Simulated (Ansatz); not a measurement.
```yaml
crystal:
  periodic: [false, false, false]
  atoms:
    - {symbol: F, position_ang: [-0.000000, 0.000000, -0.000000]}
basis:
  gaussian: {orbitals: cc-pVTZ-DK}
total_charge: -1
magnetization: {spin_polarized: true, initial_magnetization: 1}
hamiltonian: {xc: {name: PBE0-DH}}
accuracy: high
output: {forces: true}
```

```sh
$ ansatz run in.yaml --threads 2 --pin off --events-out ev --progress --plain --max-ram 32768MiB --backend cpu
```

**Question.** How does Ansatz answer? (Best estimate.)

**Answer.** The calculation gave: The program refused the input.
```
Error: a molecule whose nuclei and cores have a total charge of 9 cannot have a net charge of -1 together with 1 unpaired electrons
```
